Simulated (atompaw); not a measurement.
## Varying the PAW (atompaw) potential for Cu (Z = 29)

Base potential:

atompaw 4.2.0.5 input, output lines left out:

```
Cu 29
GGA-PBESOL scalarrelativistic loggrid 1500 logderivrange -3 5 201
4 4 3 0 0 0
4 0 0
4 1 0
0 0 0
c
c
c
v
c
c
v
v
2
2.70 2.25 1.80 2.10
y
0.2
n
y
0.2
n
y
0.95
n
custom rrkj gramschmidtortho sinc
3 0 troulliermartins
1.95
2.70
2.70
2.70
0.80
0.80
```

All-electron outer shells of the reference configuration (PBEsol, scalar-relativistic, ld1.x):

```json
{"shell": "3p", "level (eV)": "-80.61", "outermost node (bohr)": "0.26", "outermost maximum (bohr)": "0.62"}
{"shell": "3d", "level (eV)": "-13.64", "outermost node (bohr)": "–", "outermost maximum (bohr)": "0.60"}
{"shell": "4s", "level (eV)": "-11.77", "outermost node (bohr)": "0.89", "outermost maximum (bohr)": "2.13"}
{"shell": "4p", "level (eV)": "-6.39", "outermost node (bohr)": "0.97", "outermost maximum (bohr)": "2.77"}
```

Cutoffs, loose and tight: the cutoffs (Ry, on a coarse ladder) from which the occupation-weighted sum of valence levels, in a spherical-Bessel basis at the reference potential, stays within 10 and 1 mRy of its value at 400 Ry. They see the waves, projectors and local potential, not the compensation charge or the core. A dash means not determined.

A true bound ghost makes a file unfit for plane-wave use even where its test errors are small: the radial tests pick states by their node count and pass the ghost by.

```tsv
change	outcome	cutoff, loose	cutoff, tight	bound ghosts
base	generated	230 Ry	300 Ry	s
local potential troulliermartins scheme with l = 3 at 0 Ry, radius 1.18 bohr	generated	230 Ry	300 Ry	s, p
local potential troulliermartins scheme with l = 3 at 0 Ry, radius 1.42 bohr	generated	230 Ry	300 Ry	s
local potential troulliermartins scheme with l = 3 at 0 Ry, radius 1.64 bohr	generated	230 Ry	300 Ry	s
local potential troulliermartins scheme with l = 3 at 0 Ry, radius 1.84 bohr	generated	230 Ry	300 Ry	s
local potential troulliermartins scheme with l = 3 at 0 Ry, radius 1.98 bohr	generated	230 Ry	300 Ry	none
local potential troulliermartins scheme with l = 3 at 0 Ry, radius 2.20 bohr	generated	230 Ry	300 Ry	none
local potential troulliermartins scheme with l = 3 at 0 Ry, radius 2.40 bohr	generated	230 Ry	300 Ry	none
local potential troulliermartins scheme with l = 3 at 0 Ry, radius 2.64 bohr	generated	230 Ry	300 Ry	none
```

Reading the sweep of the r_vloc (base included, trends over the rows without a ghost): The loose cutoff stays near 230 Ry. Bound ghosts are found at 1.18, 1.42, 1.64, 1.8, 1.84 bohr.
